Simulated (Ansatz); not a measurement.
hydrogen chloride (HCl), singlet, geometry from GFN2-xTB; CCSD(T)/STO-3G (Ansatz, a first-principles code).

Input for Ansatz:
Ansatz 0.2 input:
```yaml
crystal:
  periodic: [false, false, false]
  atoms:
    - {symbol: Cl, position_ang: [-0.00000000, -0.00000000, -0.07094563]}
    - {symbol: H, position_ang: [0.00000000, 0.00000000, 1.20607566]}
basis:
  gaussian:
    orbitals: STO-3G
magnetization: {spin_polarized: false}
correlation: {method: ccsd_t, diis_vectors: 2}
```

What the program printed (banner, timings and long lists left out):

```
Functional definition: HF
102 factors; integrals over basis functions are off by at most 1.9e-5 eV
mean field evaluation 1: about -12384.2425 eV, gradient 1.1e1 eV
mean field evaluation 2: about -12384.2441 eV, gradient 1.1e1 eV
mean field evaluation 4: about -12384.8534 eV, gradient 3.8e-2 eV
mean field evaluation 8: about -12384.8532 eV, gradient 3.2e-6 eV
mean field -12384.85316737 eV, -455.1349591460 hartree, gradient 3.2e-6 eV, S^2 0.000000; 0 other end points of the search recorded, 0 dependent functions left out
5 core orbitals not correlated
reference -12384.85316737 eV, -455.1349591460 hartree; 4, 4 occupied and 1, 1 virtual orbitals, 102 factors
second order -0.34975894 eV of doubles, -0.00000000 eV of singles
cycle   1  -0.45723613 eV  change   -1.1e-1 eV  update   2.7e-2
cycle   2  -0.52010495 eV  change   -6.3e-2 eV  update   1.1e-2
cycle   3  -0.51973464 eV  change    3.7e-4 eV  update   6.7e-4
cycle   4  -0.51981389 eV  change   -7.9e-5 eV  update   1.1e-4
cycle   5  -0.51982156 eV  change   -7.7e-6 eV  update   9.7e-6
perturbative correction -0.00000000 eV, -0.0000000000 hartree
Total energy: -12385.37298893 eV, -455.1540622358 hartree
```
